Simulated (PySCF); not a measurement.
C2H8SSi, SMILES S[SiH](C)C. Atoms are numbered in the order given.

```xyz
12

Si    -0.3960     0.4125     0.0000
C     -1.2311    -0.2565    -1.5479
C     -1.2311    -0.2565     1.5479
S      1.7259    -0.0511     0.0000
H     -0.4143     1.9034     0.0000
H     -1.1780    -1.3573    -1.5744
H     -0.7422     0.1304    -2.4551
H     -2.2952     0.0323    -1.5742
H     -0.7422     0.1304     2.4551
H     -1.1780    -1.3573     1.5744
H     -2.2952     0.0323     1.5742
H      1.5483    -1.3937     0.0000
```

Geometry: B3LYP-D3(BJ)/def2-SVP. Other conformers were not sampled.

Computed with PBE/def2-TZVP run with PySCF.

ESP charges are fitted to the potential on shells at 1.4 to 2.0 van der Waals radii. Atomic charges (e):

```csv
atom,ESP fit,Mulliken
Si1,0.73,[?]
C2,-0.82,-0.44
C3,-0.82,-0.44
S4,-0.39,-0.32
H5,-0.11,[?]
H6,0.21,0.13
H7,0.18,0.14
H8,0.22,0.13
H9,0.18,0.14
H10,0.21,0.13
H11,0.22,0.13
H12,0.18,[?]
```

Task: What belongs in the gaps? (The exact figures need the calculation; the answer reports its results.)

Result: 
- Si1, Mulliken: 0.28
- H5, Mulliken: -0.02
- H12, Mulliken: 0.15

Task: Give the Mayer and Wiberg (Löwdin basis) orders of the bonds. (The exact figures need the calculation; the answer reports its results.)

Result: 
```csv
bond,Mayer,Wiberg
Si1–C2,0.99,1.22
Si1–C3,0.99,1.22
Si1–S4,1.15,1.57
Si1–H5,0.94,0.89
C2–H6,0.94,0.90
C2–H7,0.95,0.90
C2–H8,0.94,0.90
C3–H9,0.95,0.90
C3–H10,0.94,0.90
C3–H11,0.94,0.90
S4–H12,0.94,1.02
```
